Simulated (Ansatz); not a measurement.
Species: C$_{3}$H$_{9}$BCl$_{2}$Si, charge 0, multiplicity 1. SMILES: C[Si](C)(C)B(Cl)Cl
Coordinates optimised at B3LYP-D3(BJ)/def2-TZVP (Ansatz, a quantum-chemistry and plane-wave program):
```xyz
16

C     -2.2908    -0.0863    -0.9616
Si    -0.9774     0.5802     0.2107
C     -1.5270     0.3766     1.9943
C     -0.6486     2.3936    -0.1726
B      0.7335    -0.4459    -0.1250
Cl     1.5434    -1.3801     1.1254
Cl     1.4679    -0.4228    -1.7263
H     -1.9681     0.0000    -2.0008
H     -2.5075    -1.1378    -0.7631
H     -3.2224     0.4740    -0.8493
H     -0.7675     0.7470     2.6857
H     -2.4510     0.9287     2.1822
H     -1.7078    -0.6731     2.2339
H      0.1082     2.8123     0.4937
H     -1.5623     2.9810    -0.0517
H     -0.2996     2.5197    -1.1991
```
Charge 0, spin multiplicity 1.

Quantity: atomisation energy (electronic, to ground-state atoms), in kcal/mol. Valence correlation only, unless marked. UHF or UKS for open shells. Spin-orbit coupling is left out. Non-relativistic. The coupled-cluster limit lacks core correlation, which all-electron functionals hold. CBS marks a two-point X^-3 extrapolation of the correlation energy; Hartree-Fock from the larger set. [CCSD(T)-MP2]/basis is that difference in the basis named.

```json
[
 {"level": "HF/STO-3G", "program": "Ansatz", "atomisation energy (kcal/mol)": "1415.7"},
 {"level": "HF/aug-cc-pV(T+d)Z", "program": "Ansatz", "atomisation energy (kcal/mol)": "1097.1"},
 {"level": "B97M-V/def2-TZVPD", "program": "Ansatz", "atomisation energy (kcal/mol)": "1442.6"},
 {"level": "PBE0-D4/def2-TZVP", "program": "Ansatz + dftd4", "atomisation energy (kcal/mol)": "1443.8"},
 {"level": "CAM-B3LYP-D3(BJ)/def2-TZVPD", "program": "Ansatz + dftd3", "atomisation energy (kcal/mol)": "1434.8"},
 {"level": "CAM-B3LYP/def2-TZVPD", "program": "Ansatz", "atomisation energy (kcal/mol)": "1425.2"},
 {"level": "LC-wPBE-D3(BJ)/def2-TZVPD", "program": "Ansatz + dftd3", "atomisation energy (kcal/mol)": "1439.4"},
 {"level": "LC-wPBE/def2-TZVPD", "program": "Ansatz", "atomisation energy (kcal/mol)": "1428.3"},
 {"level": "B2PLYP-D4/def2-TZVPD", "program": "Ansatz + dftd4", "atomisation energy (kcal/mol)": "1419.5"},
 {"level": "MP2/6-31G*", "program": "Ansatz", "atomisation energy (kcal/mol)": "1325.7"},
 {"level": "MP2/aug-cc-pV(T+d)Z", "program": "Ansatz", "atomisation energy (kcal/mol)": "1426.7"},
 {"level": "RI-MP2/cc-pV(T+d)Z", "program": "Ansatz", "atomisation energy (kcal/mol)": "1419.2"},
 {"level": "RI-MP2/cc-pV(Q+d)Z", "program": "Ansatz", "atomisation energy (kcal/mol)": "1440.0"},
 {"level": "RI-MP2/CBS(aug-cc-pV(T+d)Z,aug-cc-pV(Q+d)Z)", "program": "Ansatz", "atomisation energy (kcal/mol)": "1454.5"},
 {"level": "SCS-MP2/6-31G", "program": "Ansatz", "atomisation energy (kcal/mol)": "1209.2"},
 {"level": "CCSD/STO-3G", "program": "Ansatz", "atomisation energy (kcal/mol)": "1544.0"},
 {"level": "CCSD(T)/STO-3G", "program": "Ansatz", "atomisation energy (kcal/mol)": "1546.8"},
 {"level": "CCSD(T)/aug-cc-pV(T+d)Z", "program": "Ansatz", "atomisation energy (kcal/mol)": "1406.2"},
 {"level": "CCSD(T)/cc-pV(T+d)Z", "program": "Ansatz", "atomisation energy (kcal/mol)": "1398.9"},
 {"level": "RI-MP2/CBS(cc-pV(T+d)Z,cc-pV(Q+d)Z)+[CCSD(T)-MP2]/cc-pV(D+d)Z", "program": "Ansatz", "atomisation energy (kcal/mol)": "1434.5"},
 {"level": "RI-MP2/CBS(aug-cc-pV(T+d)Z,aug-cc-pV(Q+d)Z)+[CCSD(T)-MP2]/aug-cc-pV(T+d)Z", "program": "Ansatz", "atomisation energy (kcal/mol)": "1434.0"}
]
```
